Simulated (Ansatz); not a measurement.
One change: `C[CH](F)[InH2]` becomes `CC(F)CF`.

Ansatz, PBE0-D4/def2-TZVP geometries, multiplicity 1. Each molecule was computed in one conformer, which needn't be the lowest.

Elements past krypton have def2 core potentials.

| property | `C[CH](F)[InH2]` |
| --- | --- |
| HOMO–LUMO gap (B3LYP/def2-TZVPP) / eV | 4.77 |
| LUMO energy (PBE/def2-TZVPP) / eV | -2.54 |
| LUMO energy (PBE0/def2-TZVPP) / eV | -1.79 |
| zero-point energy (PBE0-D4/def2-TZVP) / kJ/mol | 178.9 |
| HOMO energy (PBE/def2-TZVPP) / eV | -5.83 |
| ideal-gas entropy at 298 K and 1 bar (rigid rotor, harmonic PBE0-D4/def2-TZVP) / J/(mol·K) | 351 |

Problem. Give the same properties after the change, and the shifts. (Estimate.)

Solution. Ansatz gave: 
| property | `CC(F)CF` | shift |
| --- | --- | --- |
| HOMO–LUMO gap (B3LYP/def2-TZVPP) / eV | 9.86 | 5.09 |
| LUMO energy (PBE/def2-TZVPP) / eV | 0.37 | 2.91 |
| LUMO energy (PBE0/def2-TZVPP) / eV | 1.16 | 2.95 |
| zero-point energy (PBE0-D4/def2-TZVP) / kJ/mol | 233.8 | 54.9 |
| HOMO energy (PBE/def2-TZVPP) / eV | -7.55 | -1.72 |
| ideal-gas entropy at 298 K and 1 bar (rigid rotor, harmonic PBE0-D4/def2-TZVP) / J/(mol·K) | 314 | -37 |

With PBE0 the HOMO falls by 2.23 eV and the LUMO rises by 2.95 eV, so the gap widens by about 5.18 eV. PBE moves the HOMO by -1.72 eV and ωB97M-V by -2.46 eV. The zero-point energy changes by 54.9 kJ/mol with +3 modes. Modes under 60 cm⁻¹, often nearly free rotors, make the harmonic entropy too high.

B3LYP here is the variant with VWN-RPA as its local correlation; programs differ in this.
